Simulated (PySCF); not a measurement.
Adding and removing an electron: CsSb

PBE; basis Cs def2-SVPD with ECP46, Sb def2-SVPD with ECP28; scalar-relativistic core potentials; PySCF 2.14. Neutral (UKS): triplet (π ↑↑), Re = 3.685 Å, ωe = 88.0 cm⁻¹, De = 1.22 eV, HOMO -2.82 eV, LUMO -2.28 eV.

CsSb⁺ (UKS): quartet (σ ↑, π ↑↑), Re = 4.216 Å, ωe = 35.6 cm⁻¹, De = 0.16 eV to Cs⁺ + Sb. The energies at the minima are -260.39430 hartree for CsSb and -260.20894 for CsSb⁺.

(1) Work out the adiabatic ionisation energy, without and with harmonic zero-point energies (1 hartree = 27.2114 eV, 1 eV = 8065.5 cm⁻¹), and the change of the bond length.

Weak bonds: CsSb⁺. Basis-set superposition, not corrected here, can be much of De in a small basis, most of all at correlated wavefunction levels. Spin–orbit coupling is left out, which matters for elements this heavy, above all for dissociation energies. For an ion De counts to the pair picked by the measured ionisation energies or electron affinities, which need not be the lowest pair at this level. States were picked by a PBE0 search and need not be the measured ground states.

## Answers

(1) At PBE: 0.18536 hartree = 5.044 eV between the minima; the zero-point term (35.6 − 88.0)/2 cm⁻¹ = -0.003 eV makes it 5.041 eV. Re changes by +53.1 pm against the neutral. The electron leaves a σ orbital, and the ion is left as a loose complex of an ion and an atom.
